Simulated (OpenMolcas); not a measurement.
Co3+ (d6) among equal point charges was computed by CASSCF with the d shell active (OpenMolcas, ANO-RCC-VDZP on the metal). Its lowest spin-free states, and all those of the highest spin:

```
2S+1  Degeneracy  E (cm-1)
   5           2       0.0
   5           1     943.7
   5           1      1985
   5           1      3705
   3           2     25016
   3           1     25391
   3           1     25956
   3           2     25985
   3           1     26896
   3           2     27081
   3           1     27492
   3           1     27567
```

Problem. Is the site octahedral, tetrahedral or cube-like, axial, or of lower symmetry?

Solution. The states with 2S+1 = 5 have orbital degeneracies 2, 1, 1, 1. There are pairs but no triples, so the site is axial: not cubic, but with a proper or improper axis of order three or more. The run had Co3+ among 6 point charges of -1.43 e arranged as a tetragonal octahedron (D4h), 1.99 Å from the ion, with the axial distance 2.129 Å.

An orbital doublet at a regular site is open to a Jahn-Teller distortion, which this geometry leaves out. Without dynamic correlation the repulsion within the d shell is too large (B by tens of per cent), so at a given field states of lower spin stand too high. Point charges give a weaker field than real ligands, and real ions of this kind are often low spin; the high spin found here belongs to the model. The ground term spreads over less than 5000 cm-1, several times less than with real ligands, so orbital moments are less quenched and χT lies further from the spin-only value than at real sites. This is an electrostatic model: the charges have no orbitals. No measured value stands beside these numbers.
